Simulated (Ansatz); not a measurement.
Z-matrix (Å, degrees):
```
C
C 1 1.524
H 1 1.092 2 111.3
H 1 1.091 2 111.0 3 119.4
H 1 1.092 2 111.4 3 -120.2
B 2 1.570 1 116.7 3 -61.9
H 2 1.100 1 109.2 3 178.3
H 2 1.098 1 110.2 3 63.5
Cl 6 1.769 2 120.9 1 -31.2
O 6 1.351 2 123.9 1 150.9
H 10 0.961 6 112.7 2 -2.6
```

Total charge 0; spin multiplicity 1.

Task: List the CAM-B3LYP/def2-TZVPP orbital energies in eV (Ansatz 0.2.0). (An estimate is asked.)

Result: Computed: Occupied: -2764.04, -523.35, -278.62, -278.61, -258.84, -197.88, -197.77, -197.73, -187.30, -30.78, -24.72, -23.05, -19.30, -17.69, -14.66, -14.38, -13.65, -12.78, -12.60, -11.82, -11.29, -10.71, -10.50, -10.02. Lowest empty: 1.15, 1.30, 2.36, 2.99, 3.27, 3.74, 4.28, 4.40.
